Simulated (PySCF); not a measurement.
PySCF 2.14 output of an unrestricted TPSS calculation on a single atom or ion in cc-pVTZ-PP with ECP28MDF (5s5p4d2f1g, 63 functions), with scalar relativity through the core potential:

```
SCF conv_tol = 1e-09
number electrons alpha = 6  beta = 4
    J. Tao, J. P. Perdew, V. N. Staroverov, and G. E. Scuseria.,  Phys. Rev. Lett. 91, 146401 (2003)
    J. P. Perdew, J. Tao, V. N. Staroverov, and G. E. Scuseria.,  J. Chem. Phys. 120, 6898 (2004)
    J. Tao, J. P. Perdew, V. N. Staroverov, and G. E. Scuseria.,  Phys. Rev. Lett. 91, 146401 (2003)
    J. P. Perdew, J. Tao, V. N. Staroverov, and G. E. Scuseria.,  J. Chem. Phys. 120, 6898 (2004)
cycle= 1 E= -54.9292327745107  delta_E= -0.00279  |g|= 0.0108  |ddm|= 0.0994
cycle= 2 E= -54.9292681413026  delta_E= -3.54e-05  |g|= 0.00358  |ddm|= 0.0396
cycle= 3 E= -54.9292725998563  delta_E= -4.46e-06  |g|= 0.000531  |ddm|= 0.0133
cycle= 4 E= -54.9292726957476  delta_E= -9.59e-08  |g|= 2.73e-06  |ddm|= 0.00166
cycle= 5 E= -54.9292726957504  delta_E= -2.71e-12  |g|= 8.87e-08  |ddm|= 1.01e-05
converged SCF energy = -54.9292726957504  <S^2> = 2.0013658  2S+1 = 3.0009104
```

The run itself started from symmetry-adapted Hartree-Fock orbitals and held the occupation by maximum overlap, on a logarithmic radial grid, so the iterations belong to that start.

Q: Which element, charge and spin multiplicity is this?

A: Nb³⁺ (niobium, charge +3), multiplicity 3; the state was [Kr] 4d2, high-spin 3F determinant.

Energies and moments cover only the electrons outside the core potential.
